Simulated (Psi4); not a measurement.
F₆Te, charge +1, doublet, at a GFN2-xTB geometry (a state made from the parent by changing its charge; the spin is typed, not shown lowest) (all electrons, no relativity); R2SCAN/3-21G run with Psi4.

Here is a job for Psi4.
```
memory 2 GB

molecule mol {
1 2
  F    -0.458021   -1.306832   -1.302697
  Te    0.000000   -0.000000   -0.000000
  F     1.838138   -0.205662   -0.439964
  F     0.161499   -1.365469    1.313022
  F    -0.161499    1.365469   -1.313022
  F     0.458021    1.306832    1.302697
  F    -1.838138    0.205662    0.439964
}

set basis 3-21g
set reference uks
set scf_type pk
set level_shift 0.3

energy('r2scan')
print_variables()
```

It wrote (shortened):

```
   => Loading Basis Set <=

    Name: 3-21G
    Role: ORBITAL
    Keyword: BASIS

         ---------------------------------------------------------
                                   SCF
               by Justin Turney, Rob Parrish, Andy Simmonett
                          and Daniel G. A. Smith
                              UKS Reference
         ---------------------------------------------------------

  ==> Geometry <==

    Molecular point group: ci
    Full point group: Ci

    Geometry (in Angstrom), charge = 1, multiplicity = 2:

       Center              X                  Y                   Z               Mass
    ------------   -----------------  -----------------  -----------------  -----------------
         F           -0.458021000000    -1.306832000000    -1.302697000000    18.998403162730
         TE           0.000000000000     0.000000000000     0.000000000000   129.906222748000
         F            1.838138000000    -0.205662000000    -0.439964000000    18.998403162730
         F            0.161499000000    -1.365469000000     1.313022000000    18.998403162730
         F           -0.161499000000     1.365469000000    -1.313022000000    18.998403162730
         F            0.458021000000     1.306832000000     1.302697000000    18.998403162730
         F           -1.838138000000     0.205662000000     0.439964000000    18.998403162730

  Running in ci symmetry.

  Rotational constants: A =      0.06137  B =      0.06137  C =      0.06137 [cm^-1]
  Rotational constants: A =   1839.83236  B =   1839.83193  C =   1839.83120 [MHz]
  Nuclear repulsion = 1006.689576598510484

  Charge       = 1
  Multiplicity = 2
  Electrons    = 105
  Nalpha       = 53
  Nbeta        = 52

  ==> Algorithm <==

  SCF Algorithm Type is PK.
  DIIS enabled.
  MOM disabled.
  Fractional occupation disabled.
  Guess Type is SAD.
  Energy threshold   = 1.00e-06
  Density threshold  = 1.00e-06
  Integral threshold = 1.00e-12

  ==> Primary Basis <==

  Basis Set: 3-21G
    Blend: 3-21G
    Number of shells: 43
    Number of basis functions: 87
    Number of Cartesian functions: 87
    Spherical Harmonics?: false
    Max angular momentum: 2

  ==> DFT Potential <==

   => LibXC <=

    Version 7.1.2
    S. Lehtola, C. Steigemann, M. J. T. Oliveira, and M. A. L. Marques,  SoftwareX 7, 1–5 (2018) (10.1016/j.softx.2017.11.002)

   => Composite Functional: R2SCAN <=

    r2SCAN Meta-GGA XC Functional  (0.1021/acs.jpclett.0c02405)
    J. W. Furness, A. D. Kaplan, J. Ning, J. P. Perdew, J. Sun  J. Phys. Chem. Lett.  11, 8208–8215, 2020

    Deriv               =              1
    GGA                 =           TRUE
    Meta                =           TRUE

    Exchange Hybrid     =          FALSE
    MP2 Hybrid          =          FALSE

   => Exchange Functionals <=

    1.0000   XC_MGGA_X_R2SCAN

   => Correlation Functionals <=

    1.0000   XC_MGGA_C_R2SCAN

   => LibXC Density Thresholds  <==

    XC_MGGA_C_R2SCAN:  1.00E-15
    XC_MGGA_X_R2SCAN:  1.00E-11

   => Molecular Quadrature <=

    Radial Scheme          =       TREUTLER
    Pruning Scheme         =           NONE
    Nuclear Scheme         =       TREUTLER

    Blocking Scheme        =         OCTREE
    BS radius alpha        =              1
    Pruning alpha          =              1
    Radial Points          =             75
    Spherical Points       =            302
    Total Points           =         151272
    Total Blocks           =           1192
    Max Points             =            256
    Max Functions          =             81
    Weights Tolerance      =       1.00E-15

  ==> Integral Setup <==

  Using in-core PK algorithm.
   Calculation information:
      Number of atoms:                   7
      Number of AO shells:              43
      Number of primitives:             87
      Number of atomic orbitals:        87
      Number of basis functions:        87

      Integral cutoff                 1.00e-12
[...]
   @UKS iter   5: -7180.67772783275359   -5.81945e-02   5.81014e-03 DIIS/ADIIS
   @UKS iter   6: -7180.65206772223883    2.56601e-02   6.97746e-03 DIIS/ADIIS
   @UKS iter   7: -7180.73813425396293   -8.60665e-02   9.77874e-04 DIIS/ADIIS
   @UKS iter   8: -7180.71279404263169    2.53402e-02   3.87150e-03 DIIS/ADIIS
   @UKS iter   9: -7180.72964937275810   -1.68553e-02   2.43373e-03 DIIS/ADIIS
   @UKS iter  10: -7180.72921557201244    4.33801e-04   2.49013e-03 DIIS/ADIIS
   @UKS iter  11: -7180.72981489642552   -5.99324e-04   2.42551e-03 DIIS/ADIIS
   @UKS iter  12: -7180.73191197120195   -2.09707e-03   2.17882e-03 DIIS/ADIIS
   @UKS iter  13: -7180.73710209364162   -5.19012e-03   1.37954e-03 DIIS/ADIIS
   @UKS iter  14: -7180.74054472796524   -3.44263e-03   1.64009e-04 DIIS/ADIIS
   @UKS iter  15: -7180.74050789519424    3.68328e-05   2.19656e-04 DIIS/ADIIS
   @UKS iter  16: -7180.74059355760073   -8.56624e-05   2.69501e-05 DIIS
   @UKS iter  17: -7180.74059338180632    1.75794e-07   2.87487e-05 DIIS
   @UKS iter  18: -7180.74059466487506   -1.28307e-06   1.11427e-05 DIIS
   @UKS iter  19: -7180.74059488603234   -2.21157e-07   1.27681e-06 DIIS
   @UKS iter  20: -7180.74059488789044   -1.85810e-09   7.80460e-07 DIIS
  Energy and wave function converged.

  ==> Post-Iterations <==

   Electrons on quadrature grid:
      Nalpha   =   52.9999829673 ; deviation = -1.703e-05
      Nbeta    =   51.9999909559 ; deviation = -9.044e-06
      Ntotal   =  104.9999739232 ; deviation = -2.608e-05

   @Spin Contamination Metric:   1.308501753E-03
   @S^2 Expected:                7.500000000E-01
   @S^2 Observed:                7.513085018E-01
   @S   Expected:                5.000000000E-01
   @S   Observed:                5.000000000E-01

    Orbital Energies [Eh]
    ---------------------

    Alpha Occupied:

[...]
    Alpha Virtual:

[...]
      45Ag   220.664056

    Beta Occupied:

[...]
      28Ag    -0.627836

    Beta Virtual:

[...]
    Final Occupation by Irrep:
             Ag    Au
    DOCC [    28,   24 ]
    SOCC [     1,    0 ]
    NA   [    29,   24 ]
    NB   [    28,   24 ]

  @UKS Final Energy: -7180.74059488789044

   => Energetics <=

    Nuclear Repulsion Energy =           1006.6895765985104845
    One-Electron Energy =              -11868.3123747393037775
    Two-Electron Energy =                3913.9229954128832105
    DFT Exchange-Correlation Energy =    -233.0407921599796737
    Empirical Dispersion Energy =           0.0000000000000000
    VV10 Nonlocal Energy =                  0.0000000000000000
    Total Energy =                      -7180.7405948878904383

  UHF NO Occupations:
  HONO-2 :   23 Au 1.9997524
  HONO-1 :   24 Au 1.9997523
  HONO-0 :   29 Ag 1.0000000
  LUNO+0 :   25 Au 0.0002477
  LUNO+1 :   26 Au 0.0002476
  LUNO+2 :   30 Ag 0.0000286
  LUNO+3 :   31 Ag 0.0000286

Computation Completed

Properties will be evaluated at   0.000000,   0.000000,   0.000000 [a0]

Properties computed using the SCF density matrix

 Multipole Moments:

 ------------------------------------------------------------------------------------
     Multipole            Electronic (a.u.)      Nuclear  (a.u.)        Total (a.u.)
 ------------------------------------------------------------------------------------

 L = 1.  Multiply by 2.5417464519 to convert [e a0] to [Debye]
 Dipole X            :          0.0000000            0.0000000            0.0000000
 Dipole Y            :          0.0000000            0.0000000            0.0000000
 Dipole Z            :          0.0000000           -0.0000000           -0.0000000
 Magnitude           :                                                    0.0000000

 ------------------------------------------------------------------------------------

  Variable Map:
  ----------------------------------------------------------------------------
[...]
  Array Variable Map:
  ----------------------------------------------------------------------------
[...]
[...]
```
